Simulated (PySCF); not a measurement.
A search over the determinants of PbSe

Unrestricted PBE0; PySCF, scalar-relativistic core potentials, basis sets Pb def2-TZVPP with ECP60, Se def2-TZVPP. Outer shells of the fragments: Pb 5d10 6s2 6p2; Se 3d10 4s2 4p4.

Followed along the bond (rough minima from three points):

```
2Ms+1    unpaired  ⟨S²⟩ at the start  R at minimum (Å)  Te (eV)
    1        none               0.00              2.41     0.00
    3        π ↑↑               2.01  none in the scan   ≤ 1.83
    5  σ ↑, π ↑↑↑               6.01  none in the scan   ≤ 4.47
```

Solutions found at the starting distance of 2.510 Å, counted from the lowest of them; the search is not exhaustive and high or unbound solutions are not listed, so other states can lie among these:

| 2Ms+1 | unpaired | term | E (eV) | ⟨S²⟩ | ⟨Lz²⟩ | μ (D) |
| --- | --- | --- | --- | --- | --- | --- |
| 1 | none | ¹Σ⁺ | 0.00 | 0.00 | 0.00 | -4.43 |
| 3 | π ↑↑ | mixed | 1.85 | 2.01 | 2.01 | -1.60 |
| 3 | π ↑↑ | mixed | 2.10 | 2.01 | 2.01 | -1.80 |
| 1 | π ↑↓ | mixed | 2.14 | 1.01 | 2.02 | -1.88 |
| 3 | σ ↑, π ↑ | ³Π | 2.51 | 2.01 | 1.01 | -2.98 |
| 1 | σ ↓, π ↑ | mixed | 2.66 | 1.01 | 1.01 | -2.98 |
| 3 | σ ↑, π ↑ | ³Π | 4.59 | 2.01 | 1.02 | -0.63 |
| 1 | σ ↓, π ↑ | mixed | 4.72 | 1.01 | 1.02 | -0.56 |
| 5 | σ ↑, π ↑↑↑ | ⁵Π | 4.73 | 6.01 | 1.01 | 1.20 |
| 3 | σ ↑↑ | ³Σ⁺ | 4.83 | 2.00 | 0.00 | -1.54 |

A term symbol is given only where ⟨S²⟩ and ⟨Lz²⟩ are close to those of a pure state; real π, δ and φ orbitals otherwise mix terms. A positive dipole means Pb(−)Se(+).

Spin–orbit coupling is left out, which matters for elements this heavy, above all for dissociation energies. Counting both spins, an empty level lies below a filled one in some of these solutions, because spin and occupation are held.
